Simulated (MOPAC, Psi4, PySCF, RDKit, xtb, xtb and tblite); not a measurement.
Two geometries of SMILES Oc1ccc(-c2ccco2)cc1 (C10H8O2), relaxed at GFN2-xTB with one dihedral held; other torsions can differ between them too.

Structure A

```
20

O      4.1938     0.3242     0.2021
C      2.8241     0.3303     0.0890
C      2.1904     0.9399    -0.9898
C      0.8208     0.8585    -1.1287
C      0.0532     0.1472    -0.2050
C     -1.3868     0.0526    -0.3430
C     -2.2501     0.5625    -1.2824
C     -3.5449     0.1449    -0.9049
C     -3.3841    -0.5862     0.2318
O     -2.0907    -0.6478     0.5784
C      0.7014    -0.4823     0.8594
C      2.0704    -0.3967     1.0030
H      4.5342     1.2240     0.2407
H      2.7795     1.4892    -1.7107
H      0.3419     1.3403    -1.9664
H     -1.9997     1.1588    -2.1352
H     -4.4647     0.3593    -1.4095
H     -4.0858    -1.0946     0.8631
H      0.1177    -1.0416     1.5741
H      2.5751    -0.8913     1.8183
```

Structure B

```
20

O     -4.2214     0.3257     0.0889
C     -2.8413     0.2748     0.1305
C     -2.1807     0.2129     1.3524
C     -0.8062     0.1025     1.3944
C     -0.0612     0.0523     0.2152
C      1.3838    -0.0617     0.2470
C      2.2707    -0.1473     1.2929
C      3.5577    -0.2404     0.7201
C      3.3693    -0.2051    -0.6275
O      2.0663    -0.0977    -0.9227
C     -0.7346     0.1114    -1.0064
C     -2.1090     0.2221    -1.0494
H     -4.5255     1.2382     0.1069
H     -2.7581     0.2458     2.2643
H     -0.3049     0.0539     2.3480
H      2.0404    -0.1459     2.3381
H      4.4905    -0.3221     1.2393
H      4.0567    -0.2470    -1.4492
H     -0.1668     0.0689    -1.9231
H     -2.6296     0.2611    -1.9946
```

Task: Which is lower in energy at the level Psi4 with B3LYP-D3(BJ)/def2-SVP // GFN2-xTB, and by how much?

Result: A is lower, by 5.11 kJ/mol (dihedral H13–O1–C2–C3: 60° in A, 90° in B).

E(B) − E(A) in kJ/mol at the other levels, on the same two geometries: GFN2-xTB (xtb and tblite) 6.73; MMFF94 // GFN2-xTB (RDKit) 4.67; B3LYP/def2-SVP // GFN2-xTB (Psi4) 5.10; PBE/def2-SVP // GFN2-xTB (Psi4) 6.46; PBE-D3(BJ)/def2-SVP // GFN2-xTB (Psi4) 6.47; UFF // GFN2-xTB (RDKit) 9.18; PM3, restricted, heats of formation // GFN2-xTB (MOPAC) 3.43; PM6, restricted, heats of formation // GFN2-xTB (MOPAC) 4.24; GFN1-xTB // GFN2-xTB (xtb) 4.76; restricted B3LYP/6-31G*, spherical d, density fitting // GFN2-xTB (PySCF) 4.66; restricted B3LYP/6-311+G**, spherical d, density fitting // GFN2-xTB (PySCF) 4.14; restricted Hartree-Fock/3-21G, density fitting // GFN2-xTB (PySCF) 1.15; restricted M06-2X/6-31G*, spherical d, density fitting // GFN2-xTB (PySCF) 4.12.
